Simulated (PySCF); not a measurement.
Computed shifts of a molecule F₂H₆Si₃, HF/pcSseg-1 run with PySCF, GIAO, gas phase, equivalent atoms averaged, in ppm (number of nuclei): ¹⁹F: -127.1 (2). ²⁹Si: 40.5 (1), -97.2 (2). ¹H: 3.57 (6). References: ¹⁹F against CFCl3 (σ = 238.5 ppm); ²⁹Si against TMS (σ = 393.8 ppm); ¹H against TMS (σ = 31.99 ppm), references at their B3LYP-D3(BJ)/def2-TZVP geometries, non-relativistic. Geometry optimised at ωB97X-D3(BJ)/def2-SVP. One conformer was computed; it need not be the lowest.

Task: Pick the molecule that these values belong to.
(A) F[SiH2][SiH2][SiH2]F
(B) F[SiH](F)[SiH2][SiH3]
(C) F[Si](F)([SiH3])[SiH3]
(D) F[SiH2][Si@H](F)[SiH3]

Result: C, F[Si](F)([SiH3])[SiH3]
